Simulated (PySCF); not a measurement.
Isomers C$_{7}$H$_{10}$N$_{2}$O:

A. `c1(C(C)=O)cn(C)nc1C`
B. SMILES CCc1cncc(CO)n1
C. `InChI=1S/C7H10N2O/c1-8-4-6-2-3-7(6)9-5-10/h2-7H,1H3,(H,9,10)/b8-4-/t6-,7-/m0/s1`
D. SMILES N1=C(C2CC2)OC(CC)=N1
E. `CCc1cc(C=O)nn1C`

Spectrum 1. ¹³C{¹H} NMR (computed): δ 194.6 (C), 156.1 (C), 136.9 (CH), 127.3 (C), 39.5 (CH3), 30.3 (CH3), 17.7 (CH3).

Spectrum 2. ¹³C{¹H} NMR (computed): δ 177.9 (C), 172.3 (C), 23.3 (CH2), 13.8 (CH2), 11.2 (CH3), 9.6 (CH).

Spectrum 3. ¹³C{¹H} NMR (computed): δ 190.9 (CH), 155.0 (C), 149.4 (C), 110.4 (CH), 38.2 (CH3), 22.9 (CH2), 12.6 (CH3).

Spectrum 4. ¹³C{¹H} NMR (computed): δ 163.8 (C), 159.8 (C), 147.5 (CH), 146.0 (CH), 64.5 (CH2), 34.5 (CH2), 19.9 (CH3).

Spectrum 5. ¹³C{¹H} NMR (computed): δ 166.3 (CH), 161.7 (CH), 151.1 (CH), 149.7 (CH), 52.4 (CH), 52.3 (CH), 43.0 (CH3).

PySCF 2.14.0 with density-fitted response routines calculation with GIAO PBE0/pcSseg-1 shieldings and GFN2-xTB structure; one computed conformer, one averaged value for each set of equivalent atoms, no relativistic terms, gas phase.

Chemical shifts δ = σref − σ; ¹³C vs TMS, all at this level. Acid and N–H amide carbonyl carbons lie up to 10 ppm further downfield in solution (hydrogen bonding). Shifts are as computed. Against solution values, carbons near 30 ppm lie about +3 ppm off and those near 130 ppm about +5 ppm. Of 1211 compounds with measured shifts, 218 miss one by over three times the rms of a fit or turn the order of signals round; such compounds aren't used in these exercises.

Q: Match each spectrum to its structure.

A: 1–A, 2–D, 3–E, 4–B, 5–C.

- Spectrum 1 (A): 7 ¹³C signals; δC 194.6 is a ketone carbonyl carbon; δC 39.5 is a methyl carbon bonded to N.
- Spectrum 2 (D): 6 ¹³C signals; δC 23.3 is an sp3 CH2 on an aromatic ring; δC 13.8 is a three-membered-ring carbon.
- Spectrum 3 (E): 7 ¹³C signals; δC 190.9 is an aldehyde carbonyl carbon; δC 38.2 is a methyl carbon bonded to N.
- Spectrum 4 (B): 7 ¹³C signals; δC 147.5 is an aromatic CH next to a ring nitrogen; δC 146.0 is an aromatic CH next to a ring nitrogen.
- Spectrum 5 (C): 7 ¹³C signals; δC 161.7 is an amide carbonyl carbon; δC 151.1 is an alkene CH.
